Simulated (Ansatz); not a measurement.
CH₆SbSi, SMILES `[CH3][Sb][SiH3]` radical, relaxed with UKS PBE0-D4/def2-TZVP in Ansatz from a PBE-D4/def2-SVP geometry. The force threshold is 0.005 eV/Å; the program also tests the step.

Total charge 0; spin multiplicity 2. Sb takes the def2 core potential.

Start:

```xyz
9

C    -0.414    0.382   -1.641
Sb    0.545   -1.426   -0.803
Si    0.422   -0.418    1.582
H    -1.418    0.518   -1.193
H    -0.511    0.261   -2.737
H     0.205    1.274   -1.420
H     0.989   -1.356    2.615
H    -1.011   -0.115    1.952
H     1.192    0.880    1.646
```

By how much does the energy fall, and how many steps does the optimiser take? (Estimate.)

Computed: 0.04 eV, in 6 steps.

Which bonds change most? (An estimate is asked.)

Ansatz gave: C1–Sb2 from 2.211 to 2.170 Å; Sb2–Si3 from 2.592 to 2.565 Å; Si3–H9 from 1.510 to 1.490 Å; Si3–H8 from 1.510 to 1.490 Å.

Give the relaxed structure. (Best estimate.)

The calculation gave: 
```xyz
9

C    -0.410    0.378   -1.639
Sb    0.526   -1.384   -0.786
Si    0.416   -0.408    1.583
H    -1.401    0.519   -1.205
H    -0.502    0.244   -2.716
H     0.199    1.259   -1.432
H     0.988   -1.358    2.574
H    -0.995   -0.119    1.964
H     1.179    0.870    1.657
```
